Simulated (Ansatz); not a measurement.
H7NO2Si2 (`O[SiH](O)N[SiH3]`) from Hartree–Fock to CCSD(T)

Z-matrix (Å, degrees):
```
Si
O 1 1.645
N 1 1.708 2 114.2
O 1 1.636 2 104.0 3 118.8
H 1 1.481 2 110.5 3 -119.7
H 2 0.958 1 117.6 3 61.3
Si 3 1.728 1 129.3 2 -122.3
H 3 1.012 1 114.8 2 64.2
H 4 0.959 1 116.1 2 25.9
H 7 1.489 3 110.8 1 129.3
H 7 1.488 3 112.4 1 -110.6
H 7 1.484 3 107.6 1 9.8
```

Total charge 0; spin multiplicity 1. All single points use the PBE0-D4/def2-TZVP geometry. It is one conformer, not always the lowest. Frozen core, restricted reference, Ansatz 0.2.0. CBS rows extrapolate triple and quadruple zeta; past MP2 they add the triple-zeta difference.

```tsv
basis	HF (Eh)	MP2 corr.
def2-SVP	-785.92305	-0.73594
def2-TZVPP	-786.40854	-0.93873
def2-QZVPP	-786.43798	-1.01289
```

(1) Estimate the CCSD correlation energy and the (T) correction in each basis where they were run (hartree).

## Answers

(1) 
```json
{"basis": "def2-SVP", "CCSD corr.": "-0.78427", "(T)": "-0.01730"}
{"basis": "def2-TZVPP", "CCSD corr.": "-0.97820", "(T)": "-0.03425"}
{"basis": "CBS(def2)", "CCSD corr.": "-1.10729", "(T)": "as TZ"}
```
